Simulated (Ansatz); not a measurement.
Calculated with Ansatz (gas phase, PBE0-D4/def2-TZVP geometries, no zero-point term in ΔE). CCSD(T)/CBS is the MP2 limit (def2-TZVPP, def2-QZVPP) plus CCSD(T) − MP2 in def2-TZVPP, frozen cores. This one scheme is used for every species. Functionals use def2-TZVPP. B3LYP here is the variant with VWN-RPA as its local correlation; programs differ in this. For Se outer-core shells are correlated without core-valence functions, which leaves a few kJ/mol of doubt a bond. Scalar relativity is left out up to krypton.

Consider the silylene formation by 1,1-elimination: `[SiH3]C=[Se]` → `C=[Se]` + `[SiH2]`.

(1) Is it downhill or uphill in electronic energy at CCSD(T)/CBS, and by how much? (An estimate is asked.)

(2) What do these levels give: PBE-D4, B3LYP-D4, PBE-QIDH, revPBE, HF/def2-SVP, CCSD/def2-SVP? (Estimate.)

Largest T1 diagnostic among the species: 0.015.

Answers

(1) The calculation gave: Uphill: ΔE = +56.9 kcal/mol.

(2) Computed: PBE-D4 58.1, B3LYP-D4 55.9, PBE-QIDH 60.8, revPBE 52.7, HF/def2-SVP 50.6, CCSD/def2-SVP 51.5 kcal/mol.

From PBE to PBE0 (25 % exact exchange), in def2-TZVPP and without D4, ΔE moves by +1.7 kcal/mol. At CCSD(T), def2-SVP lies −4.4 kcal/mol from the extrapolated value and def2-TZVPP −1.8 kcal/mol.
